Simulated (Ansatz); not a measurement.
H6NPSSi, SMILES `NPS[SiH3]`, relaxed with RKS PBE0-D4/def2-TZVP in Ansatz from a PBE-D4/def2-SVP geometry. The force threshold is 0.005 eV/Å; the program also tests the step.

Charge 0, multiplicity 1.

Start:

```xyz
10

N     1.783   -0.038    1.328
P     0.083    0.107    1.457
S    -0.642    1.308   -0.258
Si   -1.321   -0.358   -1.450
H     2.093   -0.853    0.789
H     2.350    0.785    1.095
H     0.087    1.273    2.299
H    -2.508   -1.050   -0.838
H    -1.702    0.201   -2.792
H    -0.223   -1.374   -1.632
```

```tsv
step	energy (eV)	largest force (eV/Å)	largest move (Å)
1	-29580.0527	0.658	0.000
2	-29580.1109	0.357	0.079
3	-29580.1173	0.166	0.038
4	-29580.1203	0.064	0.021
5	-29580.1207	0.043	0.011
6	-29580.1211	0.015	0.013
7 (rejected)	-29580.1206	0.079	0.053
8	-29580.1216	0.018	0.026
9 (rejected)	-29580.0806	1.482	0.053
10	-29580.1218	0.006	0.020
11	-29580.1218	0.011	0.026
12 (rejected)	-29580.1218	0.016	0.013
13 (rejected)	-29580.1218	0.034	0.006
14	-29580.1219	0.003	0.003
```

End:

```xyz
10

N     1.773   -0.015    1.311
P     0.092    0.087    1.377
S    -0.563    1.281   -0.289
Si   -1.315   -0.352   -1.437
H     2.129   -0.823    0.824
H     2.320    0.810    1.111
H     0.022    1.184    2.269
H    -2.489   -0.980   -0.782
H    -1.706    0.195   -2.760
H    -0.263   -1.388   -1.623
```

Hardware: 4 threads of a server CPU on a shared host. Wall time 67 s, peak host memory 0.45 GiB.
